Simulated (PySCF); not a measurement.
A structure optimised at PBE-D3(BJ)/def2-SVP, used in a PySCF frequency run:

```xyz
9

C     -2.3884    -0.1151    -0.4699
S     -1.1321     1.2344    -0.4617
Si     0.5836     0.0500    -0.1403
F      0.8983    -0.9449    -1.3842
F      1.8494     1.0458     0.0190
Cl     0.4418    -1.1518     1.5222
H     -3.3676     0.3862    -0.5792
H     -2.2310    -0.7994    -1.3244
H     -2.3671    -0.6757     0.4835
```

Question: Write its SMILES and formula.

Answer: CS[Si](F)(F)Cl, CH3ClF2SSi

Question: What are its rotational constants (standard atomic weights)?

Answer: 2.1622, 1.4924, 1.2180 GHz
